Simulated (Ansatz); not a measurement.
## C2H5InO (SMILES C[C](=O)[InH2]): the energy to break a bond

C2H5InO has 9 atoms, charge 0, and is taken as a singlet. SMILES: `C[C](=O)[InH2]`. Geometry: optimised at B3LYP/def2-SVP.

```xyz
9

C     0.3512    1.2072   -0.8531
C     0.6029   -0.0785   -0.1019
O     1.6969   -0.5986   -0.0456
In   -0.8779   -1.3137    1.0520
H     1.2788    1.5763   -1.3199
H    -0.4211    1.0370   -1.6226
H    -0.0521    1.9633   -0.1578
H    -1.6028   -2.6917    0.2700
H    -0.9758   -1.1015    2.7786
```

Wanted: the dissociation energy of the In4–C2 bond into doublet InH2 and doublet C2H3O (shapes relaxed at B3LYP/def2-SVP, no zero-point term). 1 Eh = 2625.50 kJ/mol = 27.2114 eV. Totals in Eh; open shells run unrestricted unless said.

```
                                                level  program      C2H5InO  doublet InH2  doublet C2H3O
                        PBE/def2-SVP (core potential)   Ansatz  -344.221905   -191.259232    -152.884228
                      B3LYP/def2-SVP (core potential)   Ansatz  -344.476768   -191.337442    -153.067440
MP2/def2-SVP (core potential), 7 core orbitals frozen   Ansatz  -343.088461   -190.396713    -152.614216
```

Work out the dissociation energy at each level.


1. PBE/def2-SVP (core potential): (-191.259232) + (-152.884228) − (-344.221905) = 0.078445 Eh = 206.0 kJ/mol = 2.13 eV.
2. B3LYP/def2-SVP (core potential): (-191.337442) + (-153.067440) − (-344.476768) = 0.071886 Eh = 188.7 kJ/mol = 1.96 eV.
3. MP2/def2-SVP (core potential): (-190.396713) + (-152.614216) − (-343.088461) = 0.077532 Eh = 203.6 kJ/mol = 2.11 eV.

The levels span 189 to 206 kJ/mol; no measured value is set beside them. A bond enthalpy at 298 K also holds the loss of zero-point energy and thermal terms.
